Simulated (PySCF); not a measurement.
# Ionisation energy of Ar⁺ by level of theory

Ar⁺ [Ne] 3s2 3p5 (2P) → Ar²⁺ [Ne] 3s2 3p4 (3P), as a difference of total energies. Computed with PySCF 2.14 in aug-cc-pCVTZ-DK, with scalar relativity by spin-free X2C-1e. Correlated levels: valence: [Ne] frozen; valence and next inner shell: 1s2 frozen; nothing frozen. The calculations carry no spin-orbit coupling.

| method | ionisation energy (eV) | plus first-order spin-orbit estimate | error of that sum (eV) |
| --- | --- | --- | --- |
| UHF | 26.352 | 26.345 | -1.285 |
| LDA | 27.810 | 27.803 | +0.173 |
| PBE | 27.589 | 27.582 | -0.048 |
| PBE0 | 27.598 | 27.592 | -0.038 |
| r2SCAN | 27.658 | 27.651 | +0.021 |
| TPSSh | 27.598 | 27.592 | -0.038 |
| M06-2X | 27.618 | 27.612 | -0.018 |
| B97-3 | 27.665 | 27.658 | +0.028 |
| B3LYP | 27.700 | 27.693 | +0.063 |
| MP2 (valence) | 27.361 | 27.354 | -0.276 |
| SCS-MP2 (valence) | 27.360 | 27.353 | -0.277 |
| MP2 (valence and next inner shell) | 27.394 | 27.387 | -0.243 |
| SCS-MP2 (valence and next inner shell) | 27.384 | 27.377 | -0.253 |
| MP2 (all electrons) | 27.396 | 27.389 | -0.241 |
| SCS-MP2 (all electrons) | 27.385 | 27.379 | -0.251 |

Reference: 27.630 eV (measured; NIST Atomic Spectra Database, ionization energies).

A first-order spin-orbit estimate (lowest level to lowest level, LS coupling) adds -0.007 eV.

Errors of the correlated levels include the incompleteness of this basis and the frozen core.
